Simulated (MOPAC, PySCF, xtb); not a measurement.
Noncovalent pair: HCl (SMILES Cl) (first 2 atoms) with Cl2 (SMILES ClCl); geometry from B3LYP-D3(BJ)/def2-TZVP, rigid monomers moved along the line of their centres of mass till Cl1···Cl4 is 2.88 Å.
(charge 0, multiplicity 1):
```xyz
4

Cl     0.424    -0.567    -0.332
H      0.011     0.630    -0.541
Cl    -0.146     0.499     4.416
Cl     0.120    -0.031     2.482
```

Monomers are frozen at their geometry in the pair; levels with a basis set take the counterpoise correction. Rows marked so take none.

Rows in 6-31G* carry no dispersion term and start afresh at each structure (6-31G* with six Cartesian d functions). The state that AM1 reach isn't checked.

Run with MOPAC for AM1 (differences of heats of formation); PySCF for 6-31G* rows; xtb for the GFN methods. 

Question: One of these levels gives -1.56 kcal/mol for the interaction energy. Which one is it?
A. B3LYP/6-31G*
B. GFN-FF
C. AM1
D. B3LYP/6-31G* (no counterpoise)

Answer: B, GFN-FF. The others give -0.80 (AM1), 0.74 (B3LYP/6-31G*), 0.35 (B3LYP/6-31G* (no counterpoise))
